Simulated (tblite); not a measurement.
Species: C₄H₁₁ClGeSi.
SMILES with atom numbers: `[Cl:1][GeH2:2][CH2:3][SiH2:4][CH:5]1[CH2:6][CH2:7]1` (hydrogens: H8, H9 on Ge2; H10, H11 on C3; H12, H13 on Si4; H14 on C5; H15, H16 on C6; H17, H18 on C7)

Computed with GFN2-xTB (tblite), gas phase: L-BFGS steps from a force-field or distance-geometry start until the largest atomic force falls under 0.01 eV/Å.

Step 4: E = -609.1597 eV
```
atom  x, y, z in Å  |  force x, y, z in eV/Å
Cl1     3.4586    2.6348    0.9670    0.050   0.032   0.085
Ge2     1.9741    1.1538    0.8529   -0.110  -0.051  -0.149
C3      1.5150    0.8312   -1.0262    0.019   0.164  -0.188
Si4     0.2620   -0.5782   -1.1761    0.090  -0.077  -0.150
C5     -1.3337   -0.1014   -0.3212   -0.056   0.015  -0.016
C6     -2.2372   -1.2323    0.0693   -0.066   0.031  -0.067
C7     -1.4839   -0.5041    1.1148    0.017   0.052   0.131
H8      0.7501    1.6098    1.6129    0.109   0.050   0.123
H9      2.4927   -0.1258    1.4714    0.055   0.077   0.130
H10     1.0982    1.7410   -1.4686    0.119  -0.095   0.052
H11     2.4128    0.5793   -1.5939   -0.073   0.053   0.046
H12     0.8227   -1.7737   -0.5260   -0.034  -0.006  -0.041
H13     0.0110   -0.8564   -2.5918   -0.002  -0.023  -0.105
H14    -1.8388    0.8158   -0.5961    0.076   0.031  -0.073
H15    -1.9111   -2.2224   -0.1696   -0.031  -0.347  -0.115
H16    -3.2960   -1.0811    0.0218   -0.324  -0.032  -0.087
H17    -2.0403    0.1368    1.7717   -0.035   0.168   0.199
H18    -0.6648   -1.0208    1.5761    0.199  -0.042   0.228
```

Step 5: E = -609.1729 eV
```
atom  x, y, z in Å  |  force x, y, z in eV/Å
Cl1     3.4551    2.6304    0.9711    0.088   0.073   0.070
Ge2     1.9726    1.1532    0.8487   -0.085  -0.037  -0.070
C3      1.5136    0.8304   -1.0243    0.035   0.216  -0.325
Si4     0.2640   -0.5794   -1.1834    0.022  -0.099  -0.075
C5     -1.3313   -0.1051   -0.3215   -0.095   0.067  -0.030
C6     -2.2399   -1.2320    0.0681   -0.104  -0.047  -0.020
C7     -1.4837   -0.5014    1.1156   -0.011  -0.015   0.221
H8      0.7597    1.6106    1.6168    0.047   0.065   0.130
H9      2.4931   -0.1165    1.4756    0.069   0.017   0.130
H10     1.1042    1.7423   -1.4716    0.080  -0.111   0.086
H11     2.4109    0.5841   -1.5954   -0.047   0.016   0.064
H12     0.8208   -1.7735   -0.5273   -0.023  -0.010  -0.053
H13     0.0106   -0.8581   -2.5980    0.002  -0.017  -0.108
H14    -1.8335    0.8143   -0.5980    0.078   0.015  -0.071
H15    -1.9216   -2.2276   -0.1751   -0.004  -0.228  -0.055
H16    -3.3043   -1.0905    0.0159   -0.165   0.029  -0.054
H17    -2.0356    0.1393    1.7838   -0.006   0.105   0.038
H18    -0.6633   -1.0142    1.5872    0.118  -0.040   0.123
```

**Question.** Estimate the geometry and energy of step 6. (The exact step hangs on the optimiser's Hessian estimate; all steps are aligned on step 5, rigid shifts and turns removed.)

**Answer.** E = -609.1823 eV, largest force 0.281 eV/Å
```
atom  x, y, z in Å  |  force x, y, z in eV/Å
Cl1     3.4540    2.6284    0.9758    0.088   0.075   0.054
Ge2     1.9698    1.1521    0.8439   -0.033  -0.009  -0.006
C3      1.5129    0.8323   -1.0279    0.004   0.104  -0.261
Si4     0.2658   -0.5817   -1.1903   -0.048  -0.058  -0.015
C5     -1.3307   -0.1073   -0.3221   -0.104  -0.028   0.062
C6     -2.2442   -1.2338    0.0667   -0.024  -0.017   0.083
C7     -1.4835   -0.4999    1.1202   -0.073  -0.103   0.062
H8      0.7680    1.6126    1.6225    0.002   0.071   0.125
H9      2.4948   -0.1090    1.4814    0.068  -0.014   0.113
H10     1.1098    1.7426   -1.4729    0.003  -0.002   0.035
H11     2.4091    0.5881   -1.5958    0.042  -0.019   0.018
H12     0.8189   -1.7736   -0.5294   -0.008  -0.020  -0.058
H13     0.0104   -0.8599   -2.6050    0.007  -0.012  -0.097
H14    -1.8281    0.8137   -0.6009    0.058   0.018  -0.063
H15    -1.9303   -2.2348   -0.1802   -0.006  -0.072   0.008
H16    -3.3133   -1.0972    0.0104   -0.014   0.061  -0.019
H17    -2.0319    0.1433    1.7939    0.010   0.050  -0.071
H18    -0.6603   -1.0096    1.5979    0.028  -0.025   0.032
```

The energy changes by -0.0094 eV. The first-order estimate −F·Δx gives -0.0145 eV and the mean of the old and new forces, exact on a quadratic surface, -0.0094 eV. The step makes an angle of 53° with the force vector and moves no atom by more than 0.012 Å.

What follows is the cost of the whole relaxation. The run took 0.27 s on one thread, AMD EPYC 9R45 (x86_64) (shared host).
